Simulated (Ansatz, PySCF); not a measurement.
The pair A = GaH3O (SMILES [OH][GaH2]) (first 5 atoms), B = NH3 (SMILES N); geometry from B3LYP-D3(BJ)/def2-TZVP.
(charge 0, multiplicity 1):
```xyz
9

O     -0.027     1.194     1.190
Ga    -0.084    -0.038    -0.099
H      0.011     0.810     2.089
H     -0.146     0.523    -1.555
H     -0.068    -1.555     0.314
N      0.086     0.007     3.847
H      0.930     0.289     4.333
H     -0.706     0.305     4.407
H      0.074    -1.006     3.812
```

Frozen-core correlation. Filled d and f shells under p-block atoms count as core. MP2 and its Hartree–Fock in aug-cc-pVQZ are density fitted. Rows in 6-31G* carry no dispersion term and start afresh at each structure (6-31G* with six Cartesian d functions); the Pople sets are all-electron and without relativity.

Programs: Ansatz (a quantum-chemistry and plane-wave program) with Gaussian orbitals; PySCF for 6-31G* rows. 

Total energies (hartree), monomers frozen at their geometry in the pair:

```json
[
 {"structure": "AB", "HF/6-31G*": "-2055.7679583", "B3LYP/def2-TZVPPD": "-2058.5857088", "MP2/aug-cc-pVQZ": "-2056.8029668"},
 {"structure": "A in the pair's basis", "HF/6-31G*": "-1999.5743242", "B3LYP/def2-TZVPPD": "-2001.9860341", "MP2/aug-cc-pVQZ": "-2000.3146145"},
 {"structure": "B in the pair's basis", "HF/6-31G*": "-56.1858347", "B3LYP/def2-TZVPPD": "-56.5904765", "MP2/aug-cc-pVQZ": "-56.4778711"},
 {"structure": "A", "HF/6-31G*": "-1999.5736174", "B3LYP/def2-TZVPPD": "-2001.9859345", "MP2/aug-cc-pVQZ": "-2000.3144099"},
 {"structure": "B", "HF/6-31G*": "-56.1839709", "B3LYP/def2-TZVPPD": "-56.5902749", "MP2/aug-cc-pVQZ": "-56.4776281"}
]
```

Q: Work out the interaction energy without and with the counterpoise correction, and the superposition error, for each level.

A: 
E(AB) − E(A) − E(B), times 627.509 kcal/mol, with the monomers in their own basis and then in the pair's basis:
- HF/6-31G*: -6.51 uncorrected, -4.89 corrected; the monomers gain 1.61 kcal/mol from borrowed functions
- B3LYP/def2-TZVPPD: -5.96 uncorrected, -5.77 corrected; the monomers gain 0.19 kcal/mol from borrowed functions
- MP2/aug-cc-pVQZ: -6.86 uncorrected, -6.58 corrected; the monomers gain 0.28 kcal/mol from borrowed functions
